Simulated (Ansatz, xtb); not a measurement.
## Relative energy of two isomers of C5H9BFN

We compare I, `C=C(C)CC#[N+][BH2-]F`, a singlet, with II, `CN1BC=C[C@H](F)C1`, a singlet. Both are isolated molecules in the gas phase, relaxed with PBE0-D3(BJ)/def2-SVP; the shapes shown needn't be the lowest conformers.

I (Å):

```xyz
17

C     0.3200   -0.5878   -3.3319
C     0.0106    0.0909   -2.2246
C     0.9324    1.0500   -1.5379
C    -1.3602   -0.0816   -1.5930
C    -1.2334   -0.4341   -0.1883
B    -0.5382   -0.8791    2.4318
F     0.7283   -0.3031    2.4331
N    -1.0366   -0.6702    0.9191
H     1.2913   -0.4570   -3.8156
H    -0.3785   -1.2907   -3.7934
H     1.8898    1.1289   -2.0689
H     0.4845    2.0564   -1.4801
H     1.1392    0.7340   -0.5008
H    -1.9366    0.8597   -1.6466
H    -1.9473   -0.8587   -2.1048
H    -1.3809   -0.2812    3.0931
H    -0.5562   -2.0970    2.5742
```

II (Å):

```xyz
17

C     1.1319    1.3505    0.0819
C     0.7928   -2.4978    0.6204
C    -0.5356   -2.5730    0.7965
C    -1.4000   -1.3585    0.6254
C    -0.6793   -0.0548    0.8982
B     1.4418   -1.1343    0.2248
F    -1.8929   -1.3511   -0.6739
N     0.6605    0.0166    0.3553
H     0.5126    1.8452   -0.6871
H     1.1031    1.9818    0.9886
H     2.1680    1.3103   -0.2768
H     2.5763   -1.0278   -0.1817
H     1.3835   -3.4164    0.6992
H    -1.0503   -3.5209    0.9920
H    -2.2768   -1.4075    1.2938
H    -1.2990    0.7504    0.4696
H    -0.6574    0.1100    1.9933
```

Question: Estimate E(II) − E(I) at the level CCSD(T)/def2-SVP + ΔMP2/def2-TZVPP.

Answer: Calculated at CCSD(T)/def2-SVP + ΔMP2/def2-TZVPP: E(II) − E(I) = −0.143 eV, so structure II lies lower.

How the difference moves with the method:

| level | geometry | E(II) − E(I) (eV) | departure from the last row (eV) | job, with rough time for the two |
| --- | --- | --- | --- | --- |
| PBE0-D3(BJ)/def2-SVP | PBE0-D3(BJ)/def2-SVP | −0.552 | −0.410 | optimisation, 36 s |
| HF/def2-SVP | PBE0-D3(BJ)/def2-SVP | −0.239 | −0.096 | part of the CCSD(T) run |
| MP2/def2-SVP | PBE0-D3(BJ)/def2-SVP | +0.019 | +0.161 | part of the CCSD(T) run |
| CCSD(T)/def2-SVP | PBE0-D3(BJ)/def2-SVP | −0.118 | +0.025 | single point |
| CCSD(T)/def2-SVP + ΔMP2/def2-TZVPP | PBE0-D3(BJ)/def2-SVP | −0.143 |  | single point, 51 s |

As drawn, II has 2 C–N, 1 C–B, 1 C–F, 1 C–H in place of 1 C–C, 1 C≡N, 1 B–F, 1 B–H. Structure I has no ring, II a 6-membered ring.

MP2/def2-SVP finds them nearly level. The largest departure from CCSD(T)/def2-SVP + ΔMP2/def2-TZVPP is that of PBE0-D3(BJ)/def2-SVP, 0.410 eV. Levels run at GFN2-xTB geometries aren't shown. The last row adds to CCSD(T) the change of the MP2 difference between the two basis sets, here −0.025 eV.

With thermal terms from frequencies at re-optimised GFN2-xTB minima (ideal gas, soft modes damped towards free rotors, one conformer each, 298.15 K, 1 atm): on the last row, ΔE + ΔZPE = +0.022, ΔH = −0.035, ΔG = +0.108 eV. The zero-point term alone reverses the order. The free energy reverses the electronic order.

The correlated steps freeze 8 core orbitals. Mirror images aren't counted in ΔG. Codes used: Ansatz 0.2.0, xtb 6.7.1; the last row on 4 threads of AMD EPYC 9R45 96-Core Processor (Zen 5) on a shared host.
